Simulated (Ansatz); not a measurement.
Consider the formal exchange of groups at a Ge–C bond: `[CH3][GeH]1[CH2][NH]1` + SiH₄ → `[SiH3][GeH]1[CH2][NH]1` + CH₄.

Program: Ansatz. Geometries: PBE0-D4/def2-TZVP. ΔE: electronic, gas phase. CBS: MP2 limit from def2 TZ/QZ plus the TZ coupled-cluster correction, frozen cores. This one scheme is used for every species. DFT in def2-TZVPP. For Ge outer-core shells are correlated without core-valence functions, which leaves a few kJ/mol of doubt a bond. Scalar relativity is left out up to krypton.

```tsv
level	ΔE (kJ/mol)
ωB97X-V	-37.2
SCS-MP2/def2-QZVPP	-35.0
```

What does CCSD(T)/CBS give? (Best estimate.)

Computed: -40.7 kJ/mol. The listed levels differ from it by 3.5, 5.7 kJ/mol.

Largest T1 diagnostic among the species: 0.013.

In def2-TZVPP, CCSD(T) changes the Hartree–Fock value by −10.3 kJ/mol (the triples alone add −2.5 kJ/mol) and MP2 by −9.7 kJ/mol. From PBE to PBE0 (25 % exact exchange), in def2-TZVPP and without D4, ΔE moves by +4.5 kJ/mol.

CCSD(T)/CBS has its own doubt, a few kJ/mol and more with outer-core shells, so smaller differences from it don't rank the levels.
